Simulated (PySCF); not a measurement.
Al(Cl)(Me)(vinyl) (C3H6AlCl), SMILES C=[CH][Al]([CH3])[Cl]. Coordinates come from a B3LYP-D3(BJ)/def2-SVP optimisation. The structure was generated by enumeration; whether it is a known compound was not checked. The values are those of a single conformer.

Computed equilibrium geometry at B3LYP-D3(BJ)/def2-SVP (PySCF confirms it by a frequency run) as Cartesian coordinates in Å, and its point group (one conformer of several):
point group Cs.
```xyz
11

Al     0.2046    -0.0392     0.0000
Cl    -0.6328    -1.9898     0.0000
C      2.1446     0.1352     0.0000
H      2.4826     1.1840     0.0000
H      2.5803    -0.3611    -0.8842
H      2.5803    -0.3611     0.8842
C     -1.0209     1.4631     0.0000
C     -0.5719     2.7315     0.0000
H     -2.1110     1.3225     0.0000
H     -1.2427     3.6007     0.0000
H      0.4991     2.9720     0.0000
```
Charge 0, spin multiplicity 1.
